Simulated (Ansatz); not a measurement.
Level of theory: PBE-D3(BJ)/def2-SVP (Ansatz, a quantum-chemistry and plane-wave program). No frequencies were computed at this level.

Ansatz 0.2 input:
```yaml
crystal:
  periodic: [false, false, false]
  atoms:
    - { symbol: F, position_ang: [4.589214, -0.27309, -1.093798] }
    - { symbol: C, position_ang: [3.297146, -0.196603, -0.777871] }
    - { symbol: C, position_ang: [2.782229, -0.217729, 0.467489] }
    - { symbol: C, position_ang: [1.359275, -0.116316, 0.443039] }
    - { symbol: C, position_ang: [0.457433, -0.101896, 1.508315] }
    - { symbol: C, position_ang: [-0.889545, 0.004839, 1.251088] }
    - { symbol: C, position_ang: [-1.396344, 0.100594, -0.052247] }
    - { symbol: Si, position_ang: [-3.25758, 0.245337, -0.334274] }
    - { symbol: C, position_ang: [-0.505587, 0.08686, -1.11488] }
    - { symbol: C, position_ang: [0.85143, -0.020183, -0.866099] }
    - { symbol: S, position_ang: [2.127947, -0.055062, -2.060772] }
    - { symbol: H, position_ang: [3.373048, -0.300555, 1.360734] }
    - { symbol: H, position_ang: [0.827164, -0.174611, 2.520319] }
    - { symbol: H, position_ang: [-1.585042, 0.015663, 2.078052] }
    - { symbol: H, position_ang: [-3.743653, 1.455622, 0.333059] }
    - { symbol: H, position_ang: [-3.509961, 0.318497, -1.772967] }
    - { symbol: H, position_ang: [-3.91517, -0.930145, 0.242019] }
    - { symbol: H, position_ang: [-0.862003, 0.158777, -2.131206] }
basis:
  gaussian: { orbitals: def2-svp }
hamiltonian:
  xc: pbe
  dispersion: d3bj
relax:
  max_steps: 150
```

Output:

```
Functional definition: PBE
2219 factors; their error is unknown
mean field evaluation 1: about -29783.1079 eV, gradient 8.4e1 eV
mean field evaluation 2: about -29641.5694 eV, gradient 2.2e2 eV
mean field evaluation 4: about -29800.5926 eV, gradient 3.3e1 eV
mean field evaluation 8: about -29803.5800 eV, gradient 5.1e-1 eV
mean field evaluation 16: about -29803.4217 eV, gradient 9.1e-3 eV
mean field -29803.42170531 eV, -1095.2555461853 hartree, gradient 4.6e-5 eV, S^2 0.000000; 0 other end points of the search recorded, 0 dependent functions left out
reference -29803.42174535 eV, -1095.2555476569 hartree; 47, 47 occupied and 150, 150 virtual orbitals, 2219 factors
relax step   1: F+E_penalty+E_count = -29804.06157229 eV  Δ(F+E_penalty+E_count) = +0.000e0 eV  max|allowed force component| = 9.416e-1 eV/Å  Δτ_max = 0.0000 Å  (34 SCF iters, accepted)
these checks for a lower state are left out or cut short: starts, cluster_reference, orbital_swaps, neighbouring_geometries, increment
2219 factors; their error is unknown
mean field -29803.58501371 eV, -1095.2615476585 hartree, gradient 1.0e-5 eV, S^2 0.000000; 0 other end points of the search recorded, 0 dependent functions left out
reference -29803.58505431 eV, -1095.2615491503 hartree; 47, 47 occupied and 150, 150 virtual orbitals, 2219 factors
relax step   2: F+E_penalty+E_count = -29804.22113775 eV  Δ(F+E_penalty+E_count) = -1.596e-1 eV  max|allowed force component| = 4.020e-1 eV/Å  Δτ_max = 0.0664 Å  (33 SCF iters, accepted)
these checks for a lower state are left out or cut short: starts, cluster_reference, orbital_swaps, neighbouring_geometries, increment
2219 factors; their error is unknown
mean field evaluation 32: about -29803.7623 eV, gradient 4.1e-3 eV
mean field -29803.60091435 eV, -1095.2621319961 hartree, gradient 1.1e-5 eV, S^2 0.000000; 0 other end points of the search recorded, 0 dependent functions left out
reference -29803.60095513 eV, -1095.2621334949 hartree; 47, 47 occupied and 150, 150 virtual orbitals, 2219 factors
relax step   3: F+E_penalty+E_count = -29804.23590833 eV  Δ(F+E_penalty+E_count) = -1.477e-2 eV  max|allowed force component| = 1.315e-1 eV/Å  Δτ_max = 0.0189 Å  (35 SCF iters, accepted)
these checks for a lower state are left out or cut short: starts, cluster_reference, orbital_swaps, neighbouring_geometries, increment
2219 factors; their error is unknown
mean field -29803.60131999 eV, -1095.2621469030 hartree, gradient 1.1e-5 eV, S^2 0.000000; 0 other end points of the search recorded, 0 dependent functions left out
reference -29803.60136078 eV, -1095.2621484019 hartree; 47, 47 occupied and 150, 150 virtual orbitals, 2219 factors
relax step   4: F+E_penalty+E_count = -29804.23632169 eV  Δ(F+E_penalty+E_count) = -4.134e-4 eV  max|allowed force component| = 6.393e-2 eV/Å  Δτ_max = 0.0095 Å  (34 SCF iters, accepted)
these checks for a lower state are left out or cut short: starts, cluster_reference, orbital_swaps, neighbouring_geometries, increment
2219 factors; their error is unknown
mean field -29803.60143980 eV, -1095.2621513062 hartree, gradient 1.1e-5 eV, S^2 0.000000; 0 other end points of the search recorded, 0 dependent functions left out
reference -29803.60148059 eV, -1095.2621528052 hartree; 47, 47 occupied and 150, 150 virtual orbitals, 2219 factors
relax step   5: F+E_penalty+E_count = -29804.23644317 eV  Δ(F+E_penalty+E_count) = -1.215e-4 eV  max|allowed force component| = 1.694e-2 eV/Å  Δτ_max = 0.0051 Å  (35 SCF iters, accepted)
these checks for a lower state are left out or cut short: starts, cluster_reference, orbital_swaps, neighbouring_geometries, increment
2219 factors; their error is unknown
mean field -29803.60151420 eV, -1095.2621540402 hartree, gradient 1.1e-5 eV, S^2 0.000000; 0 other end points of the search recorded, 0 dependent functions left out
reference -29803.60155499 eV, -1095.2621555391 hartree; 47, 47 occupied and 150, 150 virtual orbitals, 2219 factors
relax step   6: F+E_penalty+E_count = -29804.23649304 eV  Δ(F+E_penalty+E_count) = -4.987e-5 eV  max|allowed force component| = 4.763e-3 eV/Å  Δτ_max = 0.0039 Å  (36 SCF iters, accepted)
2219 factors; their error is unknown
mean field evaluation 64: about -29800.9627 eV, gradient 3.2e1 eV
mean field -29803.60151420 eV, -1095.2621540402 hartree, gradient 1.6e-5 eV, S^2 0.000000; 1 other end points of the search recorded, 0 dependent functions left out
reference -29803.60155499 eV, -1095.2621555391 hartree; 47, 47 occupied and 150, 150 virtual orbitals, 2219 factors
Total energy: -29804.23653383 eV, -1095.2854905812 hartree
Atom 0 at     4.618581    -0.273303    -1.133156 Å, force    -0.003938     0.000344    -0.000841 eV/Å
Atom 1 at     3.336298    -0.198631    -0.793553 Å, force     0.003322    -0.000514    -0.000070 eV/Å
Atom 2 at     2.821164    -0.220696     0.474729 Å, force    -0.004763     0.000634     0.001043 eV/Å
Atom 3 at     1.384963    -0.118607     0.455475 Å, force     0.003457     0.000157     0.003450 eV/Å
Atom 4 at     0.469711    -0.103838     1.533827 Å, force    -0.000013    -0.000892    -0.000512 eV/Å
Atom 5 at    -0.898342     0.003967     1.281758 Å, force     0.001493     0.000316     0.001088 eV/Å
Atom 6 at    -1.412966     0.101155    -0.040956 Å, force     0.000096    -0.000777    -0.000241 eV/Å
Atom 7 at    -3.268464     0.246631    -0.340966 Å, force    -0.001175    -0.000121    -0.001562 eV/Å
Atom 8 at    -0.513152     0.087543    -1.124387 Å, force    -0.002310     0.001432     0.000078 eV/Å
Atom 9 at     0.862572    -0.020733    -0.871662 Å, force     0.001684    -0.001219    -0.000805 eV/Å
Atom 10 at     2.141794    -0.055437    -2.078969 Å, force     0.002149     0.000118    -0.000871 eV/Å
Atom 11 at     3.441900    -0.305801     1.375284 Å, force    -0.000162    -0.000040    -0.000013 eV/Å
Atom 12 at     0.843695    -0.177932     2.566292 Å, force     0.000829     0.000178    -0.000051 eV/Å
Atom 13 at    -1.593563     0.013252     2.136676 Å, force     0.000094     0.000276    -0.001100 eV/Å
Atom 14 at    -3.828602     1.480526     0.317086 Å, force    -0.000099    -0.000622     0.000461 eV/Å
Atom 15 at    -3.522638     0.322119    -1.821956 Å, force     0.000956     0.000095    -0.000093 eV/Å
Atom 16 at    -4.002662    -0.941083     0.224217 Å, force    -0.000074     0.000602     0.000540 eV/Å
Atom 17 at    -0.880288     0.160868    -2.159738 Å, force    -0.001545     0.000034    -0.000503 eV/Å
Dipole moment:     0.058627    -0.010842     0.144569 e Å
```

Cost: very roughly 90 core-seconds.
